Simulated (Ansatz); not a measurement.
Start from `[O]=[Mo]([OH])(=[S])[Cl]` and change one atom or group to get `[O]=[Mo](=[S])([Cl])[Cl]`.

Ansatz, PBE0-D4/def2-TZVP geometries, multiplicity 1. Each molecule was computed in one conformer, which needn't be the lowest.

Elements past krypton have def2 core potentials.

| property | `[O]=[Mo]([OH])(=[S])[Cl]` |
| --- | --- |
| HOMO–LUMO gap (ωB97M-V/def2-TZVPP) / eV | 8.90 |
| size of the dipole moment (B3LYP/def2-TZVPP) / D | 2.61 |
| LUMO energy (B3LYP/def2-TZVPP) / eV | -3.52 |
| HOMO energy (B3LYP/def2-TZVPP) / eV | -7.89 |
| HOMO energy (ωB97M-V/def2-TZVPP) / eV | -10.25 |
| zero-point energy (PBE0-D4/def2-TZVP) / kJ/mol | 52.4 |

(1) Give the same properties after the change, and the shifts. (Best estimate.)

Answers

(1) Computed: 
| property | `[O]=[Mo](=[S])([Cl])[Cl]` | shift |
| --- | --- | --- |
| HOMO–LUMO gap (ωB97M-V/def2-TZVPP) / eV | 8.56 | -0.34 |
| size of the dipole moment (B3LYP/def2-TZVPP) / D | 0.89 | -1.72 |
| LUMO energy (B3LYP/def2-TZVPP) / eV | -4.10 | -0.58 |
| HOMO energy (B3LYP/def2-TZVPP) / eV | -8.13 | -0.24 |
| HOMO energy (ωB97M-V/def2-TZVPP) / eV | -10.50 | -0.25 |
| zero-point energy (PBE0-D4/def2-TZVP) / kJ/mol | 20.9 | -31.5 |

With PBE0 the HOMO falls by 0.25 eV and the LUMO falls by 0.59 eV, so the gap narrows by about 0.34 eV. PBE moves the HOMO by -0.24 eV and ωB97M-V by -0.25 eV. The zero-point energy changes by -31.5 kJ/mol with -3 modes. Dipoles are sizes alone; their direction can turn.

B3LYP here is the variant with VWN-RPA as its local correlation; programs differ in this.
